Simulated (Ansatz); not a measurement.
Basis-set series for `[NH2][Hf]([OH])([OH])[Br]`. Total charge 0; spin multiplicity 1. Hf: def2 effective core potential. All single points use the PBE0-D4/def2-TZVP geometry. It is one conformer, not always the lowest.

Z-matrix (Å, degrees):
```
Hf
O 1 1.912
O 1 1.912 2 115.9
N 1 2.023 2 106.8 3 118.8
Br 1 2.545 2 108.6 3 -122.7
H 2 0.951 1 166.6 3 32.8
H 3 0.951 1 166.3 2 -32.9
H 4 1.010 1 125.5 2 27.3
H 4 1.010 1 125.5 2 -151.3
```

| functional | basis | functions | energy (Eh) | HOMO (eV) | LUMO (eV) |
| --- | --- | --- | --- | --- | --- |
| PBE0-D4 | def2-SVP | 126 | -2829.03593 | -7.21 | 0.02 |
| PBE0-D4 | def2-QZVPP | 461 | -2829.68387 | -7.39 | -0.43 |
| ωB97M-V | def2-SVP | 126 | -2829.27438 | -9.46 | 1.24 |
| ωB97M-V | def2-QZVPP | 461 | -2829.92564 | -9.67 | 0.44 |

Q: Give the rows for def2-TZVPP. (An estimate is asked.)

A: Computed: 
```
functional       basis  functions  energy (Eh)  HOMO (eV)  LUMO (eV)
   PBE0-D4  def2-TZVPP        253  -2829.61855      -7.34      -0.15
   ωB97M-V  def2-TZVPP        253  -2829.86302      -9.62       1.02
```

Positive LUMOs are unbound and depend on the basis. Scalar relativity is left out up to krypton.
